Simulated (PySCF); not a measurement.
Zn(Me) (CH3Zn), SMILES [CH3][Zn+], charge +1.

Coordinates come from a B3LYP-D3(BJ)/def2-TZVP optimisation. The multiplicity is an assumed one; other spin states were not compared. The isomer is the one that the SMILES or the coordinates give; other isomers of the formula were not compared.

Two levels are set side by side: PBE/def2-TZVPD (PySCF) and M06-2X/def2-TZVPD (PySCF). Same geometry, gas phase. Differences are taken from unrounded values.

```json
[
 {"quantity": "orbital gap (eV)", "M06-2X": "6.79"},
 {"quantity": "highest occupied level (eV)", "M06-2X": "-15.52"},
 {"quantity": "lowest empty level (eV)", "M06-2X": "-8.74"},
 {"quantity": "mean polarisability (bohr³)", "M06-2X": "35.0"}
]
```

Problem. What does PBE give, and how far is it from M06-2X? (Estimate from the structure and the level; the computed values follow.)

Solution. 
```csv
quantity,PBE,PBE minus M06-2X
orbital gap (eV),3.65,-3.14
highest occupied level (eV),-13.91,1.61
lowest empty level (eV),-10.27,-1.53
mean polarisability (bohr³),34.7,-0.3
```

PBE's occupied levels lie high since its potential decays too fast outside the molecule; exact exchange lowers them and widens the gap. Differences between two approximate levels are no errors against the true value.

Rough cost on one machine, each run with all the roots and properties that it gave: M06-2X against PBE about 3 times.
